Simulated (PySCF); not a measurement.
**Sn2 and its ions**

PBE; basis Sn cc-pVDZ-PP with ECP28; scalar-relativistic core potentials; PySCF 2.14. Neutral (UKS): triplet (π ↑↑), Re = 2.811 Å, ωe = 181 cm⁻¹, De = 2.62 eV, HOMO -4.21 eV, LUMO -3.84 eV.

Sn₂⁺ (UKS): quartet (σ ↑, π ↑↑), Re = 2.840 Å, ωe = 159 cm⁻¹, De = 3.01 eV to Sn⁺ + Sn. The energies at the minima are -428.58125 hartree for Sn2 and -428.32923 for Sn₂⁺.

Q: Work out the adiabatic ionisation energy, without and with harmonic zero-point energies (1 hartree = 27.2114 eV, 1 eV = 8065.5 cm⁻¹), and the change of the bond length.

A: At PBE: 0.25202 hartree = 6.858 eV between the minima; the zero-point term (159.0 − 181.0)/2 cm⁻¹ = -0.001 eV makes it 6.856 eV. Re changes by +2.9 pm against the neutral. The electron leaves a σ orbital, and the longer bond of the ion fits a bonding orbital, or a change in how ionic the bond is.

These are scalar-relativistic numbers at best; spin–orbit coupling would shift them, the dissociation energy most. States were picked by a PBE0 search and need not be the measured ground states.
